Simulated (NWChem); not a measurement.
System: boron trifluoride (BF3); SMILES FB(F)F

Input file for NWChem:

```
start job
memory heap 200 mb stack 700 mb global 900 mb
geometry units angstroms noautosym nocenter noautoz
  F      1.254668    -0.378001     0.000000
  B      0.000000     0.000000     0.000000
  F     -0.954692    -0.897574     0.000000
  F     -0.299976     1.275575     0.000000
end
basis spherical
  * library pcsseg-1
end
dft
  xc pbe0
  iterations 150
end
property
  shielding 2 1 2
end
task dft property
```

Structure relaxed at the PBE0/def2-SVP level. No frequency run checked for a minimum.

GIAO values for the isolated, static molecule; σ is the absolute isotropic shielding.

Atoms are numbered as in the input.

### Question
Predict the main results of this run. (PBE0/pcSseg-1, GIAO.) Quantities: σ F1 (ppm); σ B2 (ppm).

### Answer
```
Property    Result
----------  ------
σ F1 (ppm)   300.6
σ B2 (ppm)    89.1
```
